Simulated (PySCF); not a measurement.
How methods differ on the ionisation energy of Br

Br [Ar] 3d10 4s2 4p5 (2P) → Br+ [Ar] 3d10 4s2 4p4 (3P), as a difference of total energies. Calculation: PySCF 2.14, in def2-TZVPPD (7s6p5d1f, 57 functions); no relativity, point nucleus. Correlated levels: valence: [Ar] 3d10 frozen; valence and next inner shell: [Ne] frozen. The calculations carry no spin-orbit coupling.

| method | ionisation energy (eV) | difference from reference (eV) |
| --- | --- | --- |
| UHF | 10.760 | -1.084 |
| LDA | 12.103 | +0.259 |
| PBE | 11.824 | -0.020 |
| PBE0 | 11.834 | -0.010 |
| r2SCAN | 11.896 | +0.052 |
| B97-3 | 11.818 | -0.026 |
| wB97M-V | 11.800 | -0.044 |
| LC-wPBE | 11.909 | +0.065 |
| r2SCAN0 | 11.877 | +0.033 |
| MP2 (valence) | 11.572 | -0.272 |
| SCS-MP2 (valence) | 11.569 | -0.275 |
| MP2 (valence and next inner shell) | 11.618 | -0.226 |
| SCS-MP2 (valence and next inner shell) | 11.598 | -0.246 |

Reference: 11.844 eV (measured; NIST levels, between the centres of gravity of the two terms).

These non-relativistic numbers lack the scalar-relativistic shift.

Errors of the correlated levels include the incompleteness of this basis and the frozen core.
